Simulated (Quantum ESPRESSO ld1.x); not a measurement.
Q: Radial electron density D(r) = 4 pi r^2 rho(r) of an atom or ion with 3 electrons. Method: scalar-relativistic Kohn-Sham, LDA (Slater exchange, Perdew-Wang correlation), spin-polarised, spherical densities, point nucleus; computed with ld1.x of Quantum ESPRESSO 7.5.

| r (bohr) | D(r) (e/bohr) |
|---|---|
| 0.01309 | 0.1367 |
| 0.01453 | 0.1654 |
| 0.01625 | 0.2026 |
| 0.01817 | 0.2476 |
| 0.02033 | 0.3018 |
| 0.02274 | 0.3667 |
| 0.02543 | 0.4440 |
| 0.02845 | 0.5355 |
| 0.03182 | 0.6432 |
| 0.03559 | 0.7687 |
| 0.03949 | 0.9027 |
| 0.04417 | 1.067 |
| 0.0494 | 1.253 |
| 0.05526 | 1.460 |
| 0.06181 | 1.687 |
| 0.06913 | 1.931 |
| 0.07732 | 2.187 |
| 0.08649 | 2.447 |
| 0.09674 | 2.703 |
| 0.1073 | 2.924 |
| 0.1201 | 3.132 |
| 0.1343 | 3.293 |
| 0.1502 | 3.391 |
| 0.168 | 3.410 |
| 0.1879 | 3.340 |
| 0.2102 | 3.176 |
| 0.2351 | 2.922 |
| 0.263 | 2.593 |
| 0.2918 | 2.241 |
| 0.3264 | 1.844 |
| 0.365 | 1.465 |
| 0.4083 | 1.142 |
| 0.4567 | 0.9050 |
| 0.5108 | 0.7715 |
| 0.5713 | 0.7411 |
| 0.6391 | 0.7956 |
| 0.7148 | 0.9024 |
| 0.7931 | 1.013 |
| 0.8871 | 1.109 |
| 0.9923 | 1.153 |
| 1.11 | 1.133 |
| 1.241 | 1.057 |
| 1.389 | 0.9451 |
| 1.553 | 0.8230 |
| 1.737 | 0.7098 |
| 1.943 | 0.6128 |
| 2.156 | 0.5343 |
| 2.411 | 0.4533 |
| 2.697 | 0.3690 |
| 3.017 | 0.2809 |
| 3.374 | 0.1955 |
| 3.774 | 0.1220 |
| 4.222 | 0.06707 |
| 4.722 | 0.03197 |
| 5.282 | 0.01300 |
| 5.861 | 0.004814 |
| 6.555 | 0.001370 |
| 7.332 | 0.0003146 |

What is the nuclear charge?

A: Z = 6. The innermost maximum, from 1s, lies near gamma/Z bohr with gamma = sqrt(1 - (Z/c)^2) = 0.999, here 0.167 bohr (found: 0.163), and its height grows with Z. The density is that of the carbon ion C3+ in 1s1 2s1 3d1; the configuration itself is not fixed sharply by these data. D(r) has 2 maxima, at r = 0.163, 1.02 bohr, and minima at 0.558 bohr, inside which lie 1.03 electrons.
